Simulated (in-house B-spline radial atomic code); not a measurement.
Inner levels of platinum as electrons are removed. A shift is the extra binding of the orbital against the neutral atom ([Xe] 4f14 5d3/2(4) 5d5/2(5) 6s1). The density at the nucleus is averaged over the nuclear charge. Computed with a radial B-spline atomic code at the basis-set limit: Dirac-Hartree-Fock, jj configuration that fills j = l - 1/2 first, finite nuclei.

A number in brackets counts the electrons of a j subshell.

```
  ion                         configuration  shift of 4p1/2 (eV)  shift of 4d5/2 (eV)  shift of 2p1/2 (eV)  radius of 4p1/2 (bohr)  radius of 4d5/2 (bohr)  radius of 2p1/2 (bohr)  Σ<r²> (bohr²)  change of density at nucleus (bohr⁻³)
 Pt9+                    [Xe] 4f14 5d3/2(1)               148.31               147.67               151.08                 0.41821                 0.47177                0.059139         20.034                                  207.7
Pt10+                             [Xe] 4f14               170.27               169.72               173.97                 0.41817                 0.47147                0.059138         18.105                                 274.94
Pt11+  [Kr] 4d10 4f14 5s2 5p1/2(2) 5p3/2(3)               195.44               194.68               200.47                 0.41802                 0.47088                0.059137         16.646                                 374.84
Pt12+  [Kr] 4d10 4f14 5s2 5p1/2(2) 5p3/2(2)               221.22               220.23               227.72                 0.41785                 0.47023                0.059135         15.261                                 479.03
Pt13+  [Kr] 4d10 4f14 5s2 5p1/2(2) 5p3/2(1)               247.59               246.34               255.71                 0.41767                 0.46954                0.059133         13.943                                 587.49
Pt14+           [Kr] 4d10 4f14 5s2 5p1/2(2)               274.54               273.01               284.42                 0.41746                 0.46881                0.059131         12.687                                 700.21
Pt15+           [Kr] 4d10 4f14 5s2 5p1/2(1)                    ?                    ?                    ?                       ?                       ?                       ?              ?                                      ?
Pt16+                    [Kr] 4d10 4f14 5s2                    ?                    ?                    ?                       ?                       ?                       ?              ?                                      ?
Pt17+       [Kr] 4d10 4f5/2(6) 4f7/2(7) 5s2               373.71               370.14               390.92                 0.41623                 0.46385                0.059132             10                                 951.31
Pt18+       [Kr] 4d10 4f5/2(6) 4f7/2(6) 5s2                    ?                    ?                    ?                       ?                       ?                       ?              ?                                      ?
Pt19+       [Kr] 4d10 4f5/2(6) 4f7/2(6) 5s1               449.45               442.39               472.01                 0.41417                 0.45933                0.059133         8.6257                                -411.98
Pt20+           [Kr] 4d10 4f5/2(6) 4f7/2(6)               481.76               474.48               507.28                 0.41374                 0.45817                 0.05913         7.7857                               -2089.99
```

Fill in the row of Pt15+.

shift of 4p1/2 (eV): 302.49; shift of 4d5/2 (eV): 301.54; shift of 2p1/2 (eV): 314.89; radius of 4p1/2 (bohr): 0.41784; radius of 4d5/2 (bohr): 0.46803; radius of 2p1/2 (bohr): 0.05913; Σ<r²> (bohr²): 11.591; change of density at nucleus (bohr⁻³): 715.72.

Fill in the row of Pt16+.

shift of 4p1/2 (eV): 330.98; shift of 4d5/2 (eV): 330.62; shift of 2p1/2 (eV): 346.1; radius of 4p1/2 (bohr): 0.41778; radius of 4d5/2 (bohr): 0.4672; radius of 2p1/2 (bohr): 0.05913; Σ<r²> (bohr²): 10.542; change of density at nucleus (bohr⁻³): 729.04.

Fill in the row of Pt18+.

shift of 4p1/2 (eV): 417.63; shift of 4d5/2 (eV): 410.76; shift of 2p1/2 (eV): 437.4; radius of 4p1/2 (bohr): 0.41458; radius of 4d5/2 (bohr): 0.46046; radius of 2p1/2 (bohr): 0.059135; Σ<r²> (bohr²): 9.495; change of density at nucleus (bohr⁻³): 1184.87.
